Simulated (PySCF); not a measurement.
A structure optimised at ωB97X-D3(BJ)/def2-SVP, used in a PySCF frequency run:

```xyz
8

Ga     0.0197    -0.3685     0.0000
F      0.9490    -1.8322     0.0000
F     -1.7178    -0.5016     0.0000
O      0.7918     1.2051     0.0000
C      0.0600     2.4182     0.0000
H      0.3240     3.0092    -0.8931
H      0.3240     3.0092     0.8931
H     -1.0331     2.2605     0.0000
```
Charge 0, spin multiplicity 1.

Task: Write its SMILES, formula and point group.

Result: C[O][Ga]([F])[F], CH3F2GaO, Cs

Task: What are its rotational constants (standard atomic weights)?

Result: 5.8653, 2.5886, 1.8167 GHz
